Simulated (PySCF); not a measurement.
Radial density of Mn²⁺ (manganese, charge +2)

M06-2X, [Ar] 3d5, high-spin 6S determinant. Computed with PySCF 2.14 in cc-pVTZ-DK (7s6p4d2f1g, 68 functions), with scalar relativity by spin-free X2C-1e.

```csv
r (bohr),4πr²ρ (e/bohr),4πr²(ρα − ρβ)
0.00108,0.2152,0.0000
0.00182,0.5447,0.0000
0.00306,1.350,0.0000
0.00515,3.226,-0.0001
0.00867,7.252,-0.0003
0.0146,14.62,-0.0005
0.0245,24.45,-0.0007
0.0413,30.09,0.0000
0.0694,25.40,0.0052
0.117,24.81,0.0405
0.196,33.21,0.2864
0.330,18.75,1.4325
0.555,12.74,3.7285
0.934,12.87,4.0420
1.57,3.126,1.6600
2.64,0.2531,0.2230
4.45,0.002947,0.0029
```

Densities and radii are taken from the X2C orbitals without a picture-change correction, which distorts them close to the nucleus.
